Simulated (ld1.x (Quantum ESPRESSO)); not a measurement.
# phosphorus (P): one change to a PAW potential, before and after

```
Element                 : P
Generator               : ld1.x (Quantum ESPRESSO) 7.5
Type                    : PAW
Functional              : PBE
Relativity              : non-relativistic
Frozen core             : [He]
Valence charge          : 13
Reference configuration : 2s2 2p6 3s2 3p1 (charge +2)
Partial waves           : 2s (bound): rcut 0.80, rcutus 0.90 bohr; 3s (bound): rcut 0.80, rcutus 0.90 bohr; 2p (bound): rcut 0.70, rcutus 0.75 bohr; 3p (bound): rcut 0.70, rcutus 0.75 bohr
Local potential         : all-electron potential smoothed inside 0.55 bohr (lloc = -2)
Core correction         : Bessel-smoothed model core inside 0.70 bohr
Augmentation charge     : BESSEL, radius 0.55 bohr
```

Change: local potential all-electron potential smoothed inside 0.90 bohr (lloc = -2).

Cutoffs: the cutoffs (Ry, on a coarse ladder) from which the occupation-weighted sum of valence levels, in a spherical-Bessel basis at the reference potential, stays within 10 and 1 mRy of its value at 400 Ry; they do not see the model core or the augmentation charge, which bear on the density cutoff. Errors are all-electron minus pseudo energies relative to the spin-unpolarised reference configuration.

Task: How do hardness, ghosts and transferability respond?

Result: Of the 7 tests that both files solve, the error grows in 0 and shrinks in 1 by more than 15 % and 0.3 meV (median size 0.2 → 0.0 meV); neither file shows a bound ghost.

| quantity | base | changed |
| --- | --- | --- |
| cutoff, loose | 230 Ry | 230 Ry |
| cutoff, tight | over 300 Ry | over 300 Ry |
| bound ghosts | none | none |
| error for 2s2 2p6 3s2 3p3, meV [ΔE -28.90 eV] | -0.2 | 0.0 |
| error for 2s2 2p6 3s2 3p2, meV [ΔE -19.16 eV] | 0.0 | 0.0 |
| error for 2s2 2p6 3s2 3p0, meV [ΔE 29.75 eV] | -0.2 | 0.0 |
| error for 2s2 2p6 3s0 3p5, meV [ΔE -11.88 eV] | -0.2 | -0.2 |
| error for 2s2 2p6 3s2 3p2.5, meV [ΔE -25.12 eV] | -0.1 | 0.0 |
| error for 2s2 2p6 3s2 3p3.3, meV [ΔE -30.21 eV] | -0.1 | 0.0 |
| error for 2s1 2p6 3s2 3p3, meV [ΔE 158.69 eV] | -3.5 | +1.0 |
| s: phases at 1.00 bohr within 0.05 rad from the reference energy up to (Ry; the scan ends near 5) | to the end of the scan | to the end of the scan |
| p: phases at 1.00 bohr within 0.05 rad from the reference energy up to (Ry; the scan ends near 5) | to the end of the scan | to the end of the scan |
| lowest overlap eigenvalue by channel | s 0.08, p 0.32 | s 0.14, p 0.31 |
